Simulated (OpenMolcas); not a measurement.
Cd: effect of the active space

```
Program             : OpenMolcas
Method              : CASSCF or its RAS form
Basis               : ANO-RCC-VQZP
Scalar Hamiltonian  : DKH4, point nucleus
Spin-orbit coupling : state interaction with AMFI integrals over the reference wave functions, term energies averaged over their components
```

A. 2 electrons in 4 orbitals (5s 5p); 2S+1 = 3 even, 3 roots (0 in the spin-orbit step); 2S+1 = 1 even, 1 root; 2S+1 = 3 odd, 3 roots; 2S+1 = 1 odd, 3 roots; cost of the order of 17 core-seconds
B. 2 electrons in 9 orbitals (RAS2 5s 5p; RAS3 5d, at most 2 electrons); 2S+1 = 1 even, 1 root; 2S+1 = 1 odd, 3 roots; 2S+1 = 3 odd, 3 roots kept (CI in the orbitals of an earlier block); cost about 22 core-seconds

Energies in cm-1 above 5s2 1S0, the measured ground level; measured values from NIST Handbook of Basic Atomic Spectroscopic Data.

```tsv
Level	A	B	Measured
5s2 1S0	0.0	0.0	0.0
5s 5p 3P* 0	26181	29367	30114
5s 5p 3P* 1	26637	29580	30656
5s 5p 3P* 2	27573	30029	31827
5s 5p 1P* 1	45490	43042	43692
```

Deviations, from unrounded energies. A percentage is the sum of absolute deviations over the sum of measured energies, with the sign that they share, or ± where signs differ.

```json
{"Against measurement": "mean absolute deviation (cm-1)", "Levels": "4", "A": "3500", "B": "1100"}
{"Against measurement": "other configurations (%)", "Levels": "4", "A": "±10.3", "B": "-3.1"}
```

B lies closest to measurement on these levels. The largest miss of B in the table is 5s 5p 3P* 2, by -1800 cm-1. The ranking rests on the paired levels alone, and a cruder setting can come out closer through cancelling errors.

Between A and B the level of the table that moves most is 5s 5p 3P* 0, by 3200 cm-1 (lowest in A, highest in B).

Without dynamic correlation excited terms often stand tens of per cent too high (terms of higher spin than the ground term too low), and those without a measured partner can miss by more than the paired ones. Some high roots are left out of the spin-orbit mixing, which shifts the levels that they would mix with (holds for A). Terms from blocks run as CI alone lack orbitals of their own (holds for B). Active for correlation alone: 5d; no level in the range computed is led by a configuration that fills it, so any true level of that kind is missing (holds for B). Computed and measured levels are paired by configuration, term and J; levels that our copy of the source lacks, or whose pairing is in doubt (as where it misses far off the trend of its configuration), stay unpaired and out of the deviations. Levels of configurations outside the active space are missing.

* marks odd parity.
